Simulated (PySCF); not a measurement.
## `N[Si@H]1[SiH2][SiH2][Si@@H](O)[SiH2][SiH2]1`: 4 charge schemes on one density

Compound: H₁₃NOSi₆.
SMILES with atom numbers: `[NH2:1][Si@H:2]1[SiH2:3][SiH2:4][Si@@H:5]([OH:6])[SiH2:7][SiH2:8]1` (hydrogens: H9, H10 on N1; H11 on Si2; H12, H13 on Si3; H14, H15 on Si4; H16 on Si5; H17 on O6; H18, H19 on Si7; H20, H21 on Si8)

Geometry (GFN2-xTB, Å), atoms numbered from 1 in this order:
```
atom  x, y, z in Å
N1     1.840   -0.215   -1.563
Si2    2.042   -0.217    0.159
Si3    1.213    1.869    0.777
Si4   -1.090    1.859    1.129
Si5   -2.201    0.238   -0.119
O6    -1.782    0.409   -1.700
Si7   -1.480   -1.941    0.224
Si8    0.767   -2.039    0.839
H9     1.997   -1.065   -2.081
H10    2.191    0.563   -2.097
H11    3.478   -0.355    0.522
H12    1.543    2.885   -0.243
H13    1.921    2.378    1.963
H14   -1.666    3.206    0.950
H15   -1.363    1.581    2.551
H16   -3.668    0.429   -0.067
H17   -1.940    1.209   -2.192
H18   -1.735   -2.813   -0.935
H19   -2.313   -2.554    1.277
H20    1.387   -3.318    0.448
H21    0.852   -2.091    2.311
```

Density: PBE0/pcSseg-1 (PySCF); schemes: Mulliken, IAO, Hirshfeld and ESP-fitted. Geometry: GFN2-xTB, one conformer, isolated molecule.

Question: Tabulate the Mulliken, IAO, Hirshfeld and ESP-fitted charges.

Answer: In e:

```csv
atom,environment,Mulliken,IAO,Hirshfeld,ESP-fitted
N1,silicon-bound nitrogen,-0.628,-0.837,-0.318,-0.984
Si2,SiH silicon,+0.345,+0.506,+0.217,+0.390
Si3,SiH2 silicon,+0.050,+0.143,+0.140,+0.132
Si4,SiH2 silicon,-0.072,+0.098,+0.126,+0.023
Si5,oxygen-bound silicon,+0.504,+0.629,+0.246,+0.394
O6,silanol oxygen,-0.561,-0.797,-0.312,-0.698
Si7,SiH2 silicon,+0.033,+0.153,+0.148,+0.177
Si8,SiH2 silicon,-0.023,+0.130,+0.137,+0.091
H9,N–H hydrogen,+0.197,+0.259,+0.114,+0.391
H10,N–H hydrogen,+0.194,+0.258,+0.112,+0.372
H11,Si–H hydrogen,-0.051,-0.130,-0.092,-0.119
H12,Si–H hydrogen,-0.029,-0.083,-0.074,-0.051
H13,Si–H hydrogen,-0.020,-0.083,-0.077,-0.078
H14,Si–H hydrogen,-0.017,-0.077,-0.074,-0.040
H15,Si–H hydrogen,-0.022,-0.085,-0.080,-0.067
H16,Si–H hydrogen,-0.066,-0.125,-0.086,-0.103
H17,hydroxyl hydrogen,+0.244,+0.362,+0.174,+0.452
H18,Si–H hydrogen,-0.011,-0.071,-0.066,-0.044
H19,Si–H hydrogen,-0.031,-0.088,-0.080,-0.100
H20,Si–H hydrogen,-0.015,-0.076,-0.072,-0.046
H21,Si–H hydrogen,-0.021,-0.087,-0.082,-0.092
```

Mean size of the charges over all atoms: IAO 0.242 e, ESP-fitted 0.231 e, Mulliken 0.149 e, Hirshfeld 0.135 e. Each set sums to the total charge, 0, to within 0.001 e. The Hirshfeld scheme divides the density at each point in proportion to the densities of the neutral, spherically averaged free atoms.

Lowest charge. All schemes agree: Mulliken N1 (-0.628); IAO N1 (-0.837); Hirshfeld N1 (-0.318); ESP-fitted N1 (-0.984).

Highest charge. The schemes don't all agree: Mulliken Si5 (+0.504); IAO Si5 (+0.629); Hirshfeld Si5 (+0.246); ESP-fitted H17 (+0.452).

Question: Sum the charges by element, for elements with more than one atom.

Answer: 
| element | atoms | Mulliken | IAO | Hirshfeld | ESP-fitted |
| --- | --- | --- | --- | --- | --- |
| Si | 6 | +0.837 | +1.660 | +1.013 | +1.206 |
| H | 13 | +0.353 | -0.027 | -0.384 | +0.476 |

Question: How many electrons does the Mulliken scheme count on Si7?

Answer: Z − q = 14 − (+0.033) = 13.967.

Question: How closely do the schemes follow one another over all atoms?

Answer: Correlation coefficient and root-mean-square difference: Mulliken with IAO 0.98, 0.115 e; IAO with ESP-fitted 0.97, 0.085 e; IAO with Hirshfeld 0.95, 0.197 e; Mulliken with ESP-fitted 0.95, 0.128 e; Hirshfeld with ESP-fitted 0.91, 0.205 e; Mulliken with Hirshfeld 0.87, 0.133 e.
